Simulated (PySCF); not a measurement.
From one molecule to another.

First species: C₄H₁₀OSi₃.
Cartesian coordinates in Å at the GFN2-xTB level; atoms count from 1:
```xyz
18
C4H10OSi3 angstrom
O      1.6157    1.8487   -0.3133
C      1.7630    0.6415   -0.2551
Si     3.4510   -0.0874    0.3285
Si     0.2459   -0.4803   -0.7041
C     -0.5919   -0.9444    0.9214
C     -1.8358   -0.5215    1.1272
C     -2.6241    0.2878    0.1455
Si    -1.5852    0.7248   -1.4127
H      3.9487   -0.9128   -0.7715
H      3.1522   -0.9191    1.4939
H      4.3707    0.9957    0.6541
H      0.8065   -1.6773   -1.3534
H     -0.0952   -1.5281    1.6844
H     -2.3545   -0.7584    2.0520
H     -2.9849    1.1867    0.6509
H     -3.5232   -0.2746   -0.1199
H     -1.4735    2.1798   -1.5321
H     -2.2942    0.2454   -2.6075
```

Second species: CH₈O₅SSi₂.
Z-matrix (Å and degrees, GFN2-xTB geometry), rows numbered from 1:
```
O 
S   1  1.4260
O   2  1.4313  1  118.32
O   2  1.6058  1  108.46  3   121.93
C   2  1.8062  1  108.46  3  -128.06
O   5  1.3477  2  107.91  1   -47.29
Si  6  1.6473  5  125.41  2    22.58
O   7  1.6182  6   99.02  5  -179.97
Si  8  1.6146  7  155.05  6   -20.11
H   4  0.9603  2  110.92  1  -130.74
H   5  1.0950  2  105.45  1    73.98
H   5  1.0919  2  107.28  1  -168.18
H   7  1.4550  6  111.67  5    70.57
H   7  1.4509  6  114.32  5   -73.17
H   9  1.4634  8  110.02  7    51.92
H   9  1.4633  8  108.66  7   -69.19
H   9  1.4613  8  103.45  7   171.43
```

Levels: PBE0/pcSseg-1 for HOMO energy, LUMO energy and HOMO–LUMO gap. Geometries: GFN2-xTB. Each species is one conformer at its optimised geometry, gas phase, non-relativistic unless stated; the electronic structure was computed with PySCF and density fitting.

Values for the first species:

```
HOMO energy   : -6.21 eV
LUMO energy   : -1.67 eV
HOMO–LUMO gap : 4.54 eV
```

Question: Estimate the same properties for the second species, and the change in each.

Answer: 
| property | first | second | second less first |
| --- | --- | --- | --- |
| HOMO energy | -6.21 eV | -8.19 eV | -1.98 eV |
| LUMO energy | -1.67 eV | -0.01 eV | +1.66 eV |
| HOMO–LUMO gap | 4.54 eV | 8.18 eV | +3.64 eV |

